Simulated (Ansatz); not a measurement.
Problem. Name a neutral molecule of Al, C, O and H with HOMO energy (PBE0/def2-TZVPP) between -7.85 and -7.55 eV and LUMO energy (B3LYP/def2-TZVPP) between -1.10 and -0.80 eV (Ansatz, PBE0-D4/def2-TZVP geometry).

Solution. `C#CO[CH2][AlH][OH]` (-7.82 eV, -0.98 eV); `C1C[O][AlH][CH2]1` (-7.56 eV, -0.92 eV); `C[CH]([AlH2])OC=O` (-7.60 eV, -1.02 eV). Other molecules can fit too; these were computed, each in one conformer that needn't be the lowest.

B3LYP here is the variant with VWN-RPA as its local correlation; programs differ in this.
